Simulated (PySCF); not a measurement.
# Dipole moment and polarisability of `O=c1c(Cl)c1OC(F)(F)F`

Compound: C4ClF3O2.
Structure used (GFN2-xTB), in Å, numbered top down from 1:
```
atom  x, y, z in Å
O1     1.654    1.485   -1.388
C2     1.455    0.698   -0.528
C3     1.893   -0.170    0.546
Cl4    3.032   -0.864    1.551
C5     0.573   -0.129    0.253
O6    -0.629   -0.639    0.611
C7    -1.699   -0.204   -0.086
F8    -1.613   -0.484   -1.386
F9    -1.878    1.113    0.016
F10   -2.778   -0.800    0.390
```

Level: PBE0/def2-SVPD (PySCF), static field, nuclei fixed, core orbitals frozen in the response. The polarisability tensor in these axes (au):

```
x    86.47  -2.55  10.27
y    -2.55  59.22 -14.36
z    10.27 -14.36  65.36
```

Question: Give the principal values, the mean and the anisotropy Δα = √{½[(α1 − α2)² + (α2 − α3)² + (α1 − α3)²]}.

Answer: Principal values 47.06, 71.26 and 92.75 au; mean 70.35 au = 10.43 Å³ = 11.60 × 10⁻⁴⁰ C²·m²/J; Δα = 39.59 au (56 % of the mean).

Question: What is the dipole moment, and where does it point?

Answer: (0.15, -1.97, 2.28) D, 3.02 D in size, pointing from the negative to the positive side. Measured along this direction, the outermost atoms are O1 at the negative end and Cl4 at the positive end.

Question: In a dilute gas of rigid molecules at 273 K, how does the orientational term μ²/3kT compare with the electronic polarisability?

Answer: In Gaussian units μ²/3kT = 80.60 Å³ against 10.43 Å³, a ratio of 7.73; the Debye molar polarisation (4π/3)N_A(α + μ²/3kT) is 229.6 cm³/mol, leaving out the vibrational part.

Question: Estimate the molar refractivity from the static electronic polarisability.

Answer: Lorentz–Lorenz: R = (4π/3)N_A α = 2.5225 cm³/(mol·Å³) × 10.43 Å³ = 26.3 cm³/mol, in the limit of long wavelengths.

Question: What would n − 1 = 2πNα be for an ideal gas of these molecules at 500 K and 1 atm, electronic part alone?

Answer: N = p/kT = 1.4678 × 10¹⁹ cm⁻³, so n − 1 = 2π × N × 10.43 × 10⁻²⁴ cm³ = 961 × 10⁻⁶ at long wavelengths, for an ideal gas.

The structure is a single GFN2-xTB conformer in the gas phase; no vibrational or solvent corrections.
